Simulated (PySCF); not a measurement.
**Correlation energy of Ag (silver, neutral)**

[Kr] 4d10 5s1, 2S determinant. Computed with PySCF 2.14 in def2-TZVPPD with the def2 core potential (28 electrons) (6s4p3d2f1g, 56 functions), with a scalar-relativistic core potential. Frozen: nothing; 19 electrons correlated.

```tsv
level	correlation energy (mhartree)
CCSD	-623.13
(T)	-17.73
CCSD(T)	-640.86
```

Diagnostics: T1 = 0.015, D1 = 0.0786, largest double amplitude 0.022.

Cost of the coupled-cluster step: roughly 21 core-seconds, for 19 correlated electrons.

Iterations:

```
CC2 = 0
CCSD nocc = (np.int64(10), np.int64(9)), nmo = (56, 56)
frozen orbitals [[], []]
max_cycle = 100
direct = 0
conv_tol = 1e-08
conv_tol_normt = 1e-06
diis_space = 8
diis_start_cycle = 0
Init t2, MP2 energy = -0.653866669059044
Init E_corr(UCCSD) = -0.65386666913548
cycle = 1  E_corr(UCCSD) = -0.607842735327183  dE = 0.0460239338  norm(t1,t2) = 0.0861253
cycle = 2  E_corr(UCCSD) = -0.624066762983701  dE = -0.0162240277  norm(t1,t2) = 0.0261841
cycle = 3  E_corr(UCCSD) = -0.622411613779222  dE = 0.0016551492  norm(t1,t2) = 0.0135896
cycle = 4  E_corr(UCCSD) = -0.622964933853624  dE = -0.000553320074  norm(t1,t2) = 0.00578766
cycle = 5  E_corr(UCCSD) = -0.623180086863336  dE = -0.00021515301  norm(t1,t2) = 0.000376521
cycle = 6  E_corr(UCCSD) = -0.623131383125538  dE = 4.87037378e-05  norm(t1,t2) = 0.000149365
cycle = 7  E_corr(UCCSD) = -0.623129760118985  dE = 1.62300655e-06  norm(t1,t2) = 1.83304e-05
cycle = 8  E_corr(UCCSD) = -0.623130674304493  dE = -9.14185508e-07  norm(t1,t2) = 6.2805e-06
cycle = 9  E_corr(UCCSD) = -0.623130886582135  dE = -2.12277642e-07  norm(t1,t2) = 1.29536e-06
cycle = 10  E_corr(UCCSD) = -0.623130809754375  dE = 7.68277598e-08  norm(t1,t2) = 3.36272e-07
cycle = 11  E_corr(UCCSD) = -0.623130819197866  dE = -9.44349088e-09  norm(t1,t2) = 9.06707e-08
UCCSD converged
E(UCCSD) = -146.7400891585324  E_corr = -0.6231308191978657
UCCSD(T) correction = -0.0177346293046518
```

The basis has no tight functions for the innermost shells, so their pair energies are far from complete.

This basis was not built for core-valence correlation, so the inner-shell part is incomplete.
